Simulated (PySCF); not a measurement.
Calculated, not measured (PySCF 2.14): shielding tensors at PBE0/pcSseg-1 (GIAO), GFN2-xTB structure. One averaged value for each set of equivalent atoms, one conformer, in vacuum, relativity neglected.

δ = σ(ref) − σ, references computed at the same level: $^{1}$H, $^{13}$C against TMS. Shifts are as computed. Against solution values, carbons near 30 ppm lie about +3 ppm off and those near 130 ppm about +5 ppm. Of 1211 compounds with measured shifts, 218 miss one by over three times the rms of a fit or turn the order of signals round; such compounds aren't used in these exercises.

(1) Order these molecules by the shift of their most shielded carbon-bound hydrogen, lowest δ first.
A. N#CCC1=C[SiH2][C@H]2C[C@@H]1C2
B. C=C[Si@@H](C(=C)O[SiH3])C(F)F
C. C=C1C=C/C1=C(/C)C(F)(F)F

(2) How many $^{13}$C and $^{1}$H signals does each give (equivalence by symmetry and fast rotation, but not about amide C–N or C=N bonds)? `C=CCCc1cnoc1[SiH3]`, `N#CCC1=C[SiH2][C@H]2C[C@@H]1C2`, `C=C[Si@@H](C(=C)O[SiH3])C(F)F`, `C=C1C=C/C1=C(/C)C(F)(F)F`

Results:

(1) A (1.80 ppm, hydrogen on an sp3 CH2 in a ring), C (2.16 ppm, hydrogen on an allylic methyl carbon), B (5.00 ppm, hydrogen on a β carbon of an enol-ether or enamine type C=C).

(2) C=CCCc1cnoc1[SiH3]: 7 C, 7 H; N#CCC1=C[SiH2][C@H]2C[C@@H]1C2: 7 C, 7 H; C=C[Si@@H](C(=C)O[SiH3])C(F)F: 5 C, 8 H; C=C1C=C/C1=C(/C)C(F)(F)F: 8 C, 5 H.
